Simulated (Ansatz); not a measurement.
C2H6OSeSi can be A, `CC1(O)[SiH2][Se]1`, or B, `C[Si]1([SeH])CO1`.

Calculated with Ansatz (gas phase, PBE0-D4/def2-TZVP geometries, no zero-point term in ΔE). CCSD(T)/CBS is the MP2 limit (def2-TZVPP, def2-QZVPP) plus CCSD(T) − MP2 in def2-TZVPP, frozen cores. DFT in def2-TZVPP. B3LYP here is the variant with VWN-RPA as its local correlation; programs differ in this. For Se outer-core shells are correlated without core-valence functions, which leaves a few kJ/mol of doubt a bond. Scalar relativity is left out up to krypton. One conformer a species, not always the lowest.

(1) Which isomer does CCSD(T)/CBS put lower? Give the gap. (Best estimate.)

(2) Give E(B) − E(A) in kJ/mol with B3LYP, ωB97M-V, HF/def2-TZVPP, MP2/def2-TZVPP, B2PLYP, PBE-D4, CCSD(T)/def2-TZVPP. (Best estimate.)

Largest T1 diagnostic: 0.012.

Results:

(1) The calculation gave: B, by 99.7 kJ/mol.

(2) Ansatz gave: B3LYP -103.3, ωB97M-V -106.9, HF/def2-TZVPP -110.8, MP2/def2-TZVPP -99.4, B2PLYP -102.8, PBE-D4 -91.3, CCSD(T)/def2-TZVPP -100.9. None reverses the order clearly.

The D4 term adds +3.6 kJ/mol with B3LYP and +1.5 kJ/mol with PBE0; it sums over pairs of atoms, weighted by their polarisabilities, and B3LYP, whose exchange is more repulsive, gets the larger term. From PBE to PBE0 (25 % exact exchange), in def2-TZVPP and without D4, E(B) − E(A) moves by −3.5 kJ/mol.
